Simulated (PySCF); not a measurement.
# Orbital picture of TcC

M06-L at R = 1.641 Å; PySCF, scalar-relativistic core potentials, basis sets Tc def2-TZVPP with ECP28, C def2-TZVPP. State: ⁴Σ⁻ (quartet), unpaired electrons σ ↑, δ ↑↑. Only the outer orbitals are listed, counted within each symmetry, core potentials removing the inner ones.

| spin | orbital | occ. | ε (eV) | on Tc (%) | main shells (%) |
| --- | --- | --- | --- | --- | --- |
| α | 4σ | 1 | -13.68 | 21 | 77 C s, 18 Tc d |
| α | 2π | 1 | -7.71 | 71 | 70 Tc d, 28 C p |
| α | 2π | 1 | -7.71 | 71 | 70 Tc d, 28 C p |
| α | 5σ | 1 | -7.06 | 57 | 51 Tc d, 23 C p, 20 C s |
| α | 1δ | 1 | -6.50 | 100 | 100 Tc d |
| α | 1δ | 1 | -6.49 | 100 | 100 Tc d |
| α | 6σ | 1 | -4.67 | 79 | 67 Tc s, 19 C p, 10 Tc p |
| α | 3π | 0 | -2.39 | 64 | 47 Tc p, 36 C p, 17 Tc d |
| α | 3π | 0 | -2.39 | 64 | 47 Tc p, 36 C p, 17 Tc d |
| α | 7σ | 0 | -0.78 | 58 | 42 C p, 35 Tc p, 16 Tc d |
| β | 3σ | 1 | -45.41 | 96 | 96 Tc p |
| β | 1π | 1 | -44.26 | 100 | 100 Tc p |
| β | 1π | 1 | -44.26 | 100 | 100 Tc p |
| β | 4σ | 1 | -14.01 | 18 | 80 C s, 14 Tc d |
| β | 2π | 1 | -7.10 | 56 | 55 Tc d, 43 C p |
| β | 2π | 1 | -7.10 | 56 | 55 Tc d, 43 C p |
| β | 5σ | 1 | -6.33 | 35 | 42 Tc d, 33 C p, 31 C s |
| β | 6σ | 0 | -5.11 | 49 | 54 Tc p, 37 C p, 35 Tc d |
| β | 1δ | 0 | -3.91 | 100 | 100 Tc d |
| β | 1δ | 0 | -3.91 | 100 | 100 Tc d |

Problem. Which are the highest filled and the lowest empty level, where do they sit, and how wide is the gap?

Solution. Highest filled α 6σ at -4.67 eV (in %: 67 Tc s, 19 C p, 10 Tc p); lowest empty β 6σ at -5.11 eV (in %: 54 Tc p, 37 C p, 35 Tc d); the gap at M06-L is -0.44 eV.

- bond order (Mayer): 2.66
- ⟨S²⟩: 3.818
- charge on Tc (Mulliken, basis-dependent): 0.45
- charge on Tc (Löwdin, basis-dependent): 0.26
- dipole moment (positive dipole means Tc(−)C(+)): -2.72 D

Spin–orbit coupling is left out. Counting both spins, an empty level lies below a filled one in this solution, because spin and occupation are held. With d or f electrons several states lie close, and the lowest PBE0 determinant need not be the measured ground state.
